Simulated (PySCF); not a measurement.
N-(3-methylbutyl)acetamide, C₇H₁₅NO.
Numbering: `[CH3:1][C:2](=[O:3])[NH:4][CH2:5][CH2:6][CH:7]([CH3:8])[CH3:9]` (hydrogens: H10, H11, H12 on C1; H13 on N4; H14, H15 on C5; H16, H17 on C6; H18 on C7; H19, H20, H21 on C8; H22, H23, H24 on C9)

The same species was optimised twice, with GFN2-xTB and with PBE0-D3(BJ)/def2-SVP (PySCF), and the same property calculations (PySCF, gas phase) were run on both structures.

```json
{"coordinate": "C2–N4 (Å)", "GFN2-xTB": "1.354", "PBE0-D3(BJ)/def2-SVP": "1.364", "change": "+0.010"}
{"coordinate": "C5–C6 (Å)", "GFN2-xTB": "1.529", "PBE0-D3(BJ)/def2-SVP": "1.523", "change": "-0.006"}
{"coordinate": "N4–C5 (Å)", "GFN2-xTB": "1.445", "PBE0-D3(BJ)/def2-SVP": "1.441", "change": "-0.004"}
{"coordinate": "C7–C9 (Å)", "GFN2-xTB": "1.528", "PBE0-D3(BJ)/def2-SVP": "1.524", "change": "-0.004"}
{"coordinate": "C2=O3 (Å)", "GFN2-xTB": "1.212", "PBE0-D3(BJ)/def2-SVP": "1.215", "change": "+0.003"}
{"coordinate": "C6–C7 (Å)", "GFN2-xTB": "1.533", "PBE0-D3(BJ)/def2-SVP": "1.529", "change": "-0.004"}
{"coordinate": "C1–C2 (Å)", "GFN2-xTB": "1.516", "PBE0-D3(BJ)/def2-SVP": "1.513", "change": "-0.003"}
{"coordinate": "C7–C8 (Å)", "GFN2-xTB": "1.526", "PBE0-D3(BJ)/def2-SVP": "1.526", "change": "0.000"}
{"coordinate": "N4–C5–C6 (°)", "GFN2-xTB": "111.5", "PBE0-D3(BJ)/def2-SVP": "113.0", "change": "+1.5"}
{"coordinate": "C5–C6–C7 (°)", "GFN2-xTB": "113.2", "PBE0-D3(BJ)/def2-SVP": "114.5", "change": "+1.3"}
{"coordinate": "C1–C2–N4 (°)", "GFN2-xTB": "113.5", "PBE0-D3(BJ)/def2-SVP": "114.6", "change": "+1.1"}
{"coordinate": "C8–C7–C9 (°)", "GFN2-xTB": "109.9", "PBE0-D3(BJ)/def2-SVP": "110.8", "change": "+0.9"}
{"coordinate": "C1–C2–O3 (°)", "GFN2-xTB": "123.6", "PBE0-D3(BJ)/def2-SVP": "122.7", "change": "-0.9"}
{"coordinate": "C6–C7–C8 (°)", "GFN2-xTB": "111.4", "PBE0-D3(BJ)/def2-SVP": "112.3", "change": "+0.9"}
{"coordinate": "C2–N4–C5 (°)", "GFN2-xTB": "122.9", "PBE0-D3(BJ)/def2-SVP": "122.4", "change": "-0.5"}
{"coordinate": "C6–C7–C9 (°)", "GFN2-xTB": "109.9", "PBE0-D3(BJ)/def2-SVP": "110.4", "change": "+0.5"}
{"coordinate": "C1–C2–N4–C5 (°)", "GFN2-xTB": "177", "PBE0-D3(BJ)/def2-SVP": "176", "change": "-1"}
{"coordinate": "C2–N4–C5–C6 (°)", "GFN2-xTB": "-115", "PBE0-D3(BJ)/def2-SVP": "-110", "change": "+5"}
{"coordinate": "N4–C5–C6–C7 (°)", "GFN2-xTB": "-179", "PBE0-D3(BJ)/def2-SVP": "-178", "change": "+1"}
{"coordinate": "C5–C6–C7–C8 (°)", "GFN2-xTB": "-70", "PBE0-D3(BJ)/def2-SVP": "-62", "change": "+8"}
```

Rotational constants: A = 3830, B = 634.1, C = 581.7 MHz (GFN2-xTB) against A = 3783, B = 635.6, C = 587.4 MHz (PBE0-D3(BJ)/def2-SVP). Point groups within 0.08 Å: C1 and C1.

On the GFN2-xTB structure: HOMO (eV) -7.19 [PBE0/pcSseg-1]; LUMO (eV) 1.00 [PBE0/pcSseg-1]; dipole (D) 3.76 [PBE0/pcSseg-1]; GIAO shielding of C1 (ppm) 162.6 [PBE0/pcSseg-1]; GIAO shielding of C2 (ppm) 19.0 [PBE0/pcSseg-1]; GIAO shielding of O3 (ppm) -81.3 [PBE0/pcSseg-1]; GIAO shielding of N4 (ppm) 130.0 [PBE0/pcSseg-1]; GIAO shielding of C5 (ppm) 146.5 [PBE0/pcSseg-1]; GIAO shielding of C6 (ppm) 141.4 [PBE0/pcSseg-1]; GIAO shielding of C7 (ppm) 156.6 [PBE0/pcSseg-1]; GIAO shielding of C8/C9 (mean) (ppm) 162.0 [PBE0/pcSseg-1].

**Question.** What do these properties become on the PBE0-D3(BJ)/def2-SVP structure?

**Answer.** 
```csv
property,level,on GFN2-xTB,on PBE0-D3(BJ)/def2-SVP,change
HOMO (eV),PBE0/pcSseg-1,-7.19,-7.20,-0.01
LUMO (eV),PBE0/pcSseg-1,1.00,0.89,-0.11
dipole (D),PBE0/pcSseg-1,3.76,3.69,-0.07
"energy, GFN2-xTB geometry as zero (kcal/mol)",PBE0/pcSseg-1,0.0,-0.7,-0.7
GIAO shielding of C1 (ppm),PBE0/pcSseg-1,162.6,160.9,-1.7
GIAO shielding of C2 (ppm),PBE0/pcSseg-1,19.0,16.9,-2.1
GIAO shielding of O3 (ppm),PBE0/pcSseg-1,-81.3,-90.2,-8.9
GIAO shielding of N4 (ppm),PBE0/pcSseg-1,130.0,129.8,-0.2
GIAO shielding of C5 (ppm),PBE0/pcSseg-1,146.5,146.4,-0.1
GIAO shielding of C6 (ppm),PBE0/pcSseg-1,141.4,141.4,0.0
GIAO shielding of C7 (ppm),PBE0/pcSseg-1,156.6,155.9,-0.7
GIAO shielding of C8/C9 (mean) (ppm),PBE0/pcSseg-1,162.0,160.4,-1.6
```

The heavy atoms differ by 0.093 Å rms after alignment. Among bonds between heavy atoms C2–N4 changes most (+0.010 Å). Changes are differences of the printed values. Neither structure is proved a minimum here.

Conformer computed: `[CH3:1][C:2](=[O:3])[NH:4][CH2:5][CH2:6][CH:7]([CH3:8])[CH3:9]`: C1–C2–N4–C5 176°, C2–N4–C5–C6 -110°, N4–C5–C6–C7 -178°, C5–C6–C7–C8 -62°.
